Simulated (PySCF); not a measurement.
## Checking a proposed structure

A compound C6H13FOSi gives the data below (simulated from a calculation) and was assigned the structure `CC/C=C(/C)O[SiH2]CF`.

¹³C{¹H} NMR (computed): δ 159.0 (CH), 135.5 (C), 86.1 (CH2), 42.4 (CH2), 31.6 (CH2), 16.2 (CH3).

¹H NMR (400 MHz, computed): δ 6.48 (t, 1H), 5.60 (s, 2H), 4.75 (m, 2H), 2.64 (m, 2H), 1.98 (m, 2H), 1.06 (t, 3H), 0.71 (br s, 1H).

Level of theory: PBE0/pcSseg-1 with gauge-including orbitals, geometry: GFN2-xTB, in PySCF (one averaged value for each set of equivalent atoms, a single conformation, non-relativistic Hamiltonian, gas phase).

δ = σ(ref) − σ, references computed at the same level: ¹H (σ = 31.72 ppm), ¹³C (σ = 186.93 ppm) vs TMS.

Question: Compare with the shifts computed for the proposed structure, pairing carbons in order of shift.

Answer: Structure with atom numbers: `[CH3:1][CH2:2]/[CH:3]=[C:4](/[CH3:5])[O:6][SiH2:7][CH2:8][F:9]` (H(Xn): hydrogen on atom n).

```csv
atom,computed for proposal,given list,difference
C4,151.7,159.0,-7.3
C3,118.5,135.5,-17.0
C8,82.3,86.1,-3.8
C2,23.4,42.4,-19.0
C5,22.6,31.6,-9.0
C1,17.4,16.2,+1.2
```

The rms difference is 11.5 ppm and the largest -19.0 ppm at C2 (allylic sp3 CH2). The carbon types in order of shift don't match either: C, CH, CH2, CH2, CH3, CH3 for the proposal against CH, C, CH2, CH2, CH2, CH3 in the data. The proposal doesn't fit.

Question: Which isomer fits?

Answer: `CC/C=C(/CCF)[SiH2]O`.

- Carbon types of the structure: 1 × C, 1 × CH, 3 × CH2, 1 × CH3, leaving 3 H on heteroatoms.
- δC 159.0: alkene CH; the olefinic region.
- δC 135.5: fully substituted alkene carbon; the olefinic region.
- δC 86.1: sp3 CH2 bonded to F; the inductive effect lowers its shielding.
- δH 0.71: hydrogen on an oxygen bonded to Si; exchangeable, gas-phase position.

This is the structure that produced the data.

OH and NH positions are those of a molecule without intermolecular hydrogen bonds; in solution they move with solvent, concentration and temperature, and exchange usually removes their couplings. Splittings by ¹⁹F in the carbon and heteronuclear signals aren't shown, as no couplings were computed. Shifts are as computed. Against solution values, carbons near 30 ppm lie about +3 ppm off and those near 130 ppm about +5 ppm. Of 1211 compounds with measured shifts, 218 miss one by over three times the rms of a fit or turn the order of signals round; such compounds aren't used in these exercises. No couplings were computed; multiplicities are counted from neighbouring protons, with m where these are inequivalent, close in shift, in a saturated or five-membered ring or joined by F or P, and br s for small geminal =CH2 splittings.
